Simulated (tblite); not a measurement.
C₅H₇P₂ (charge -1).
InChI=1S/C5H7P2/c1-4-5(2)7-3-6-4/h3H,1-2H3/q-1

Level: GFN2-xTB in tblite, geometry and Hessian alike; calculated harmonic values, unscaled, isolated species. The method is semi-empirical: single wavenumbers can be off by several per cent or more.

Harmonic wavenumbers (cm⁻¹): 135.4, 153.3, 165.8, 240.8, 261.3, 321.2, 327.3, 459.4, 462.8, 467.9, 602.7, 681.6, 812.0, 843.8, 942.3, 956.9, 1012.8, 1025.1, 1076.7, 1127.9, 1168.3, 1235.2, 1382.7, 1390.5, 1456.8, 1491.1, 1499.3, 1502.6, 1504.0, 2923.8, 2926.2, 2942.4, 2950.0, 3002.0, 3004.6, 3007.4.

A = 2262, B = 2170, C = 1123 MHz; mass 129.002 u (most abundant isotopes); point group C2v, symmetry number 2.

Question: Zero-point energy?

Answer: Half the sum of the wavenumbers: 22732 cm⁻¹ = 271.93 kJ/mol.

Question: Entropy at 500 K, 1 bar (ideal gas, RRHO, classical rotation)?

Answer: Translation 180.21, rotation 119.75, vibration 138.63: S = 438.6 J/(mol K).

Question: And Cp and H(500 K) − H(0)?

Answer: Cp = 182.71 J/(mol K), of which vibrations give 149.45 (their classical limit is 36 R = 299.3); H(500 K) − H(0) = 55.09 kJ/mol without the zero-point energy, 38.46 from vibrations.

Question: Which modes carry the vibrational entropy at 500 K?

Answer: 135.4 cm⁻¹: 16.20; 153.3 cm⁻¹: 15.19; 165.8 cm⁻¹: 14.55; 240.8 cm⁻¹: 11.53; 261.3 cm⁻¹: 10.88; 321.2 cm⁻¹: 9.26 J/(mol K); the other 30 give 61.03 together.

Question: What must be added to the electronic energy to get the Gibbs energy at 500 K and 1 bar?

Answer: ZPE + [H(500 K) − H(0)] − T·S = 271.93 + 55.09 − 219.30 = 107.72 kJ/mol.

Question: Blend soft modes into free rotors: weight 1/[1 + (100 cm⁻¹/ν̃)⁴] for the oscillator and the rest for a rotor with moment μB/(μ + B), μ = h/(8π²ν), B = 10⁻⁴⁴ kg m². What vibrational entropy results?

Answer: 137.08 J/(mol K) in place of 138.63, which changes −T·S at 500 K by +0.77 kJ/mol.

Hindered rotation and anharmonicity are outside this model.
